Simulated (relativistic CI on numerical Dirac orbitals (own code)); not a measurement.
## Ti2+ in a cubic cluster: L2,3 absorption with charge transfer

Computed with a charge-transfer multiplet model of a cubic metal-ligand cluster with up to one ligand hole, Slater and spin-orbit integrals from Dirac-Coulomb-Breit ions, Slater integrals scaled by 0.9. The parameters are those of a tetrahedral site (10Dq negative, t2 hopping the larger). The ground state mixes d2 with configurations of k ligand holes L, whose averages lie at kΔ + k(k − 1)U_dd/2; a core hole lowers each added d electron by U_cd. 300 K, Lorentzian 0.4 eV and Gaussian 0.3 eV FWHM.

Atomic integrals in eV (Slater integrals scaled, ζ unscaled), ground: F2dd 7.400, F4dd 4.602, zeta_d 0.013; with the core hole: F2dd 8.239, F4dd 5.130, zeta_d 0.022, zeta_core 3.746, F2cd 4.410, G1cd 3.131, G3cd 1.774.

Cluster parameters (eV): U_dd = 4, U_cd = 4.6, 10Dq = -0.2, 10Dq(ligand) = 0, V(eg) = 0.82, V(t2g) = -1.4, final-state hopping factor = 0.9.

```json
{"Case": "Δ = 3.7 eV", "n_d": "2.28", "d2": "0.72", "d3L": "0.28", "S": "1.00"}
{"Case": "Δ = 4.7 eV", "n_d": "2.23", "d2": "0.77", "d3L": "0.23", "S": "1.00"}
{"Case": "Δ = 5.7 eV", "n_d": "2.19", "d2": "0.81", "d3L": "0.19", "S": "1.00"}
```

Weights, n_d and S are thermal averages at 300 K. Photon energies count from the first peak over 30 % of the highest in each spectrum, which can be another peak from case to case. The parameters are a model scan and need not match a compound or its usual spin state. Peaks in eV (height, largest 100):
- Δ = 3.7 eV: -2.2 (8), 0.0 (100), 1.6 (30), 3.8 (34), 4.9 (43), 6.1 (53)
- Δ = 4.7 eV: -2.2 (8), 0.0 (100), 1.6 (29), 3.7 (35), 5.0 (41), 6.2 (53)
- Δ = 5.7 eV: -2.3 (9), 0.0 (100), 1.5 (29), 3.6 (36), 4.7 (42), 6.3 (55)

Curve for Δ = 3.7 eV (points under 2 left out, the grid thinned):

```tsv
E (eV)	Intensity
-3.0	2.2
-2.7	3.2
-2.4	6.6
-2.1	8.3
-1.8	6.8
-1.6	6.5
-1.3	8.1
-1.0	12.2
-0.7	19.0
-0.4	42.6
-0.1	90.1
0.2	85.4
0.5	42.2
0.8	34.5
1.0	31.3
1.3	27.1
1.6	29.8
1.9	24.0
2.2	16.5
2.5	13.0
2.8	13.0
3.1	15.2
3.4	23.2
3.6	31.1
3.9	32.6
4.2	28.6
4.5	33.0
4.8	41.9
5.1	41.5
5.4	36.1
5.7	41.0
5.9	50.4
6.2	51.3
6.5	48.4
6.8	37.4
7.1	21.5
7.4	12.4
7.7	8.2
8.0	6.0
8.3	4.9
8.5	4.5
8.8	3.4
9.1	2.9
9.4	2.5
9.7	2.0
```

For the case Δ = 5.7 eV, Δ = 5.7 eV is larger than U_dd = 4 eV, the Mott-Hubbard side of the Zaanen-Sawatzky-Allen scheme. With the core hole the configuration with one ligand hole lies at Δ + U_dd − U_cd = 3.1, 4.1, 5.1 eV from the one without, in the order of the table; where this is negative the screened configuration lies lower, though the effective hopping of about 3.2 eV (from the holes of the mixed ground state) mixes the two strongly wherever it is as large as the gap.

With at most 1 ligand hole the space is cut while the next configuration still counts, so covalency is underestimated, and a final configuration with one more ligand hole, which can lie low, is missing from the spectra.
